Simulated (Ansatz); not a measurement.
These are frozen-core CCSD(T)/cc-pVQZ // PBE0-D3(BJ)/def2-TZVP in Ansatz (a program for electronic structure) values and carry that method's errors.

Ansatz 0.2 input:
```yaml
crystal:
  periodic: [false, false, false]
  atoms:
    - { symbol: C, position_ang: [1.150905, 0.082476, -0.214638] }
    - { symbol: Si, position_ang: [-0.568168, -0.377885, 0.33651] }
    - { symbol: O, position_ang: [-1.629627, 0.882604, 0.224585] }
    - { symbol: H, position_ang: [1.170342, 0.361853, -1.271342] }
    - { symbol: H, position_ang: [1.537032, 0.921931, 0.368155] }
    - { symbol: H, position_ang: [1.829408, -0.765267, -0.082355] }
    - { symbol: H, position_ang: [-0.572525, -0.75643, 1.770571] }
    - { symbol: H, position_ang: [-1.044381, -1.532062, -0.480152] }
    - { symbol: H, position_ang: [-1.872985, 1.182781, -0.651335] }
basis:
  gaussian: { orbitals: cc-pVQZ }
correlation:
  method: ccsd_t
```

Output:

```
Functional definition: HF
2026 factors; integrals over basis functions are off by at most 9.3e-4 eV
mean field evaluation 1: about -11024.8206 eV, gradient 4.1e1 eV
mean field evaluation 2: about -11024.8879 eV, gradient 4.1e1 eV
mean field evaluation 4: about -11028.3619 eV, gradient 3.6e0 eV
mean field evaluation 8: about -11028.4061 eV, gradient 1.9e-1 eV
mean field evaluation 16: about -11027.3470 eV, gradient 2.4e1 eV
mean field -11028.40631414 eV, -405.2864567225 hartree, gradient 2.3e-6 eV, S^2 0.000000; 0 other end points of the search recorded, 0 dependent functions left out
7 core orbitals not correlated
reference -11028.40631414 eV, -405.2864567225 hartree; 10, 10 occupied and 332, 332 virtual orbitals, 2026 factors
second order -16.12970344 eV of doubles, -0.00000000 eV of singles
cycle   1  -16.44004325 eV  change   -3.1e-1 eV  update   7.8e-2
cycle   2  -16.82028546 eV  change   -3.8e-1 eV  update   2.3e-2
cycle   3  -16.89407782 eV  change   -7.4e-2 eV  update   1.1e-2
cycle   4  -16.88659511 eV  change    7.5e-3 eV  update   2.2e-3
cycle   5  -16.88630541 eV  change    2.9e-4 eV  update   9.1e-4
cycle   6  -16.88650359 eV  change   -2.0e-4 eV  update   2.3e-4
cycle   7  -16.88638755 eV  change    1.2e-4 eV  update   8.8e-5
cycle   8  -16.88636232 eV  change    2.5e-5 eV  update   2.6e-5
cycle   9  -16.88637118 eV  change   -8.9e-6 eV  update   1.0e-5
perturbative correction -0.60715933 eV, -0.0223126939 hartree
Total energy: -11045.89984466 eV, -405.9293321113 hartree
```

Cost: roughly 50 core-minutes.
